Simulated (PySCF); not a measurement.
An unknown is described by computed data only.

Formula: C4H16Si4.

* UV, strongest line: among the 10 lowest singlet transitions: S10 at 6.87 eV (180 nm, f = 0.225) [TDDFT B3LYP/def2-SVPD]
* 13C NMR: chemical shifts (computed TMS as zero) by class: 29.0 (2 C), 25.9 (1 C), 18.8 (1 C) ppm [GIAO PBE0/pcSseg-1]
* Rotational structure: rotational constants A, B, C: 1.277, 0.529, 0.479 GHz [PBE0-D3(BJ)/def2-SVP]
* Valence photoelectron: vertical ionisation energy: 9.08 eV [ΔSCF B3LYP/def2-SVPD]
* Dipole: 0.96 D [B3LYP/def2-SVPD]
* 1H NMR: chemical shifts (computed TMS as zero) by class: 3.96 (2 H), 3.65 (3 H), 3.51 (2 H), 3.45 (2 H), 2.24 (1 H), 1.94 (2 H), 1.91 (1 H), 1.88 (2 H), 1.88 (1 H) ppm [GIAO PBE0/pcSseg-1]
* UV, first state: lowest singlet excitation: 6.20 eV (200 nm, f = 0.008) [TDDFT B3LYP/def2-SVPD]
* Triplet: lowest triplet excitation (Tamm–Dancoff): 5.62 eV [TDA B3LYP/def2-SVPD]

Electronic properties: PySCF, gas phase, density fitting. Levels stand in brackets. The structure is a single PBE0-D3(BJ)/def2-SVP conformer in the gas phase; no vibrational or solvent corrections. Each NMR value is the plain mean over a class of atoms that symmetry, rotation or inversion makes alike.

Problem. Propose a structure and show how it fits.

Solution. Numbering: `[SiH3:1][SiH2:2][SiH2:3][SiH2:4][CH:5]1[CH2:6][CH2:7][CH2:8]1`. Its formula, C4H16Si4, gives 1 degree of unsaturation: 1 ring and 0 π bonds in the structure found. 4 carbons fall into 3 classes; from least to most shielded: four-membered-ring carbon [C6/C8] (29.0 ppm, 2 C, up to 2.4 ppm apart in this geometry), four-membered-ring carbon [C7] (25.9 ppm), ring sp3 carbon bound to silicon [C5] (18.8 ppm). Hydrogen classes from least to most shielded: 2 H on an SiH2 silicon, Si4 (3.96 ppm), 3 H on an SiH3 silicon, Si1 (3.65 ppm), 2 H on an SiH2 silicon, Si2 (3.51 ppm), 2 H on an SiH2 silicon, Si3 (3.45 ppm), 1 H on a four-membered-ring carbon, C7 (2.24 ppm), 2 H on 2 four-membered-ring carbons, C6/C8 (1.94 ppm), 1 H on a four-membered-ring carbon, C7 (1.91 ppm), 2 H on 2 four-membered-ring carbons, C6/C8 (1.88 ppm), 1 H on an sp3 carbon bound to silicon, C5 (1.88 ppm). The first electron is taken from the HOMO, whose largest Löwdin shares are 0.28 on an SiH2 silicon, 0.22 on an SiH2 silicon, 0.13 on an SiH2 silicon and 0.09 on the sp3 carbon bound to silicon. The optimised geometry has point group C1 and is an asymmetric top. Structure: `[SiH3][SiH2][SiH2][SiH2]C1CCC1`. Computed isomers that give other values at the same levels: `[SiH3][Si]([SiH3])([SiH3])C1CCC1` (1H chemical shifts (computed TMS as zero) by class: 3.63 (9 H), 2.48 (2 H), 1.95 (1 H), 1.85 (1 H), 1.79 (1 H), 1.68 (2 H) ppm). The assignments are read from this structure; whether some other isomer fits the data as well wasn't checked.

The values belong to the conformer `[SiH3:1][SiH2:2][SiH2:3][SiH2:4][CH:5]1[CH2:6][CH2:7][CH2:8]1`: Si1–Si2–Si3–Si4 -50°, Si2–Si3–Si4–C5 -47°, Si3–Si4–C5–C6 -166°.
